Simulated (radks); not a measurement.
Task: Spherical quantum dot in the effective-mass picture: electrons in a parabolic well V = omega^2 r^2 / 2 with omega = 0.968, with a point charge +2 (a donor) at the centre, all in effective atomic units (hartree* = m*/eps^2 hartree, bohr* = eps/m* bohr), one dielectric constant everywhere. Calculated with a radial shooting solver with Libxc functionals: non-relativistic Kohn-Sham, LDA (Slater exchange, Perdew-Wang correlation), spin-polarised, spherical densities. Levels are named by radial order and angular momentum (1s, 1p, 1d, 2s, ...), and open shells are averaged over m. At N = 24 the configuration is 1s2 1p6 1d10 2s2 1f(up 4, down 0). Does electron 25 go into 1f up or 1f down or 2p up?

Result: Into 1f up. The total energies of the other choices lie higher by 0.0429 hartree* (2p up), 0.0477 hartree* (1f down).
